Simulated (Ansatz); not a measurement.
**Which method gave which barrier?**

Saddle point of BSiH7O2, closed shell (BH₃O₂ ([OH][BH][OH]) + SiH₄ → BSiH₅O₂ ([OH][B]([OH])[SiH3]) + H₂; bonds formed: B1–Si6, H2–H5; bonds broken: B1–H2, H5–Si6), PBE0-D4/def2-TZVP structure:

```xyz
11
angstrom
B -0.1941 0.7000 -0.0723
H 0.9800 1.4355 -0.0089
O -0.7729 0.8383 -1.3366
O -0.9479 0.9925 1.0805
H 1.0581 0.4063 -0.0237
Si 0.3879 -1.4329 -0.0460
H -1.3095 1.6327 -1.3843
H -0.4358 1.2001 1.8627
H 1.1683 -1.9416 -1.2056
H -0.9956 -1.9682 -0.0784
H 1.0615 -1.8626 1.2126
```

Ansatz 0.2.0; basis: def2-TZVPP, with def2-QZVPP for the basis limit; cores frozen in the correlated methods. B3LYP uses VWN-RPA correlation. Extrapolation: Hartree–Fock as exp(−7.88 √X), correlation as X^−2.97. Four methods, as single points on the PBE0-D4 structures, gave these electronic barriers from the start structure: 57.67, 60.52, 62.16, 81.69 kcal/mol.

**Question.** The methods were, in alphabetical order, B3LYP-D4, BLYP-D4, HF, MP2. Which gave which? (Judge from chemistry; the calculation decides.)

**Answer.** The calculation gives: BLYP-D4 57.67; B3LYP-D4 60.52; MP2 62.16; HF 81.69 kcal/mol. For comparison, CCSD(T) at an estimated basis limit (MP2 extrapolated from triple and quadruple zeta, plus CCSD(T) − MP2 in triple zeta) gives 61.96 kcal/mol.

T1 diagnostic: at most 0.014.

Labels in which every atom is bracketed show which atoms are joined, not bond orders.

For scale, one of the runs: CCSD(T)/def2-TZVPP, 233 basis functions, launched by `ansatz run in.yaml --threads 4 --pin off --events-out ev --progress --plain --max-ram 9574MiB`. The run took 110 s on 4 CPU threads of an Intel Xeon (shared host), with 4.2 GiB of host memory at its peak.
